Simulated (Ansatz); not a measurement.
Mg₂S₃, relaxed as a singlet with RKS PBE0-D4/def2-SVP in Ansatz, starting from the GFN2-xTB geometry. Force threshold 0.02 eV/Å.

The structure comes from a short search, and lower isomers may exist.

Start:

Cartesian coordinates in Å:
```
Mg -1.189 0.262 0.797
Mg 0.750 -0.226 -1.226
S 0.825 -1.148 1.067
S -1.551 0.097 -1.508
S 1.165 1.016 0.870
```

```json
{"step": "1", "energy (eV)": "-43368.0562", "largest force component (eV/Å)": "0.592", "SCF passes": "16"}
{"step": "2 (rejected)", "energy (eV)": "-43368.0178", "largest force component (eV/Å)": "0.835", "SCF passes": "24"}
{"step": "3", "energy (eV)": "-43368.1803", "largest force component (eV/Å)": "0.125", "SCF passes": "26"}
{"step": "4", "energy (eV)": "-43368.1822", "largest force component (eV/Å)": "0.039", "SCF passes": "27"}
{"step": "5", "energy (eV)": "-43368.1823", "largest force component (eV/Å)": "0.001", "SCF passes": "15"}
```

Force components are those of the run's own axes.

End:

| atom | x (Å) | y (Å) | z (Å) |
| --- | --- | --- | --- |
| Mg1 | -1.147 | 0.244 | 0.713 |
| Mg2 | 0.667 | -0.212 | -1.181 |
| S3 | 0.877 | -1.159 | 1.119 |
| S4 | -1.612 | 0.105 | -1.569 |
| S5 | 1.216 | 1.022 | 0.918 |

By distances, no bond broke or formed. The bond that changes most is Mg2–S5, from 2.47 to 2.50 Å (atoms count from 1).

No frequencies were taken in this run, so the end may be a saddle point.

Run time 6 s (4 threads of Arm Neoverse V1 on a shared host).
